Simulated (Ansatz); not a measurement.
Ansatz (a program for electronic structure) input (CCSD(T)/aug-cc-pV(D+d)Z):
A basis named .json is the Basis Set Exchange file of that set.

Ansatz 0.2 input:
```yaml
crystal:
  periodic: [false, false, false]
  atoms:
    - {symbol: C, position_ang: [0.00444035, -0.01369454, -0.61558859]}
    - {symbol: Cl, position_ang: [1.50876048, 0.02454684, 0.11902958]}
    - {symbol: Cl, position_ang: [-1.51032767, -0.01971347, 0.09823698]}
basis:
  gaussian:
    orbitals: aug-cc-pV_D+d_Z.json
magnetization: {spin_polarized: true, initial_magnetization: 2}
correlation: {method: ccsd_t, electrons: outside_noble_gas}
output: {forces: true}
```

Output:

```
Functional definition: HF
integrals: 0.14 GiB planned
840 factors; integrals over basis functions are off by at most 9.6e-4 eV
mean field: 0.34 GiB planned
mean field evaluation 1: about -26033.6177 eV, gradient 1.0e1 eV
mean field evaluation 2: about -26033.6670 eV, gradient 1.0e1 eV
mean field evaluation 4: about -26035.1802 eV, gradient 3.0e0 eV
mean field evaluation 8: about -26035.3672 eV, gradient 3.1e-1 eV
mean field evaluation 16: about -26035.3698 eV, gradient 3.8e-6 eV
mean field -26035.36983012 eV, -956.7821938495 hartree, gradient 3.8e-6 eV, S^2 2.025569; 0 other end points of the search recorded, 0 dependent functions left out
11 core orbitals not correlated
reference -26035.36983012 eV, -956.7821938495 hartree; 10, 8 occupied and 66, 68 virtual orbitals, 840 factors
densities: 0.67 GiB planned
second order -10.48295053 eV of doubles, -0.00000000 eV of singles
coupled cluster: 0.48 GiB planned
cycle   1  -11.09085013 eV  change   -6.1e-1 eV  update   8.4e-2
cycle   2  -11.39330203 eV  change   -3.0e-1 eV  update   2.9e-2
cycle   3  -11.47499111 eV  change   -8.2e-2 eV  update   1.9e-2
cycle   4  -11.47802965 eV  change   -3.0e-3 eV  update   7.8e-3
cycle   5  -11.47805951 eV  change   -3.0e-5 eV  update   2.9e-3
cycle   6  -11.47856466 eV  change   -5.1e-4 eV  update   9.2e-4
cycle   7  -11.47876743 eV  change   -2.0e-4 eV  update   4.0e-4
cycle   8  -11.47876925 eV  change   -1.8e-6 eV  update   1.6e-4
cycle   9  -11.47872882 eV  change    4.0e-5 eV  update   6.4e-5
cycle  10  -11.47873242 eV  change   -3.6e-6 eV  update   2.2e-5
cycle  11  -11.47873742 eV  change   -5.0e-6 eV  update   9.5e-6
cycle  12  -11.47873689 eV  change    5.3e-7 eV  update   3.9e-6
cycle  13  -11.47873606 eV  change    8.2e-7 eV  update   1.5e-6
perturbative correction -0.41296575 eV, -0.0151762114 hartree
the calculation of the forces begins
Total energy: -26047.26153194 eV, -957.2192058307 hartree
Atom 0 at     0.004440    -0.013695    -0.615589 Å, force     0.003832    -0.011818    -0.531221 eV/Å
Atom 1 at     1.508760     0.024547     0.119030 Å, force     0.479989     0.012974     0.268929 eV/Å
Atom 2 at    -1.510328    -0.019713     0.098237 Å, force    -0.483821    -0.001156     0.262291 eV/Å
Dipole moment:    -0.000389     0.001200     0.053947 e Å
```

This is an excited triplet: at this geometry the singlet lies 0.44 eV lower at RI-MP2/CBS(aug-cc-pV(T+d)Z,aug-cc-pV(Q+d)Z)+[CCSD(T)-MP2]/aug-cc-pV(T+d)Z.
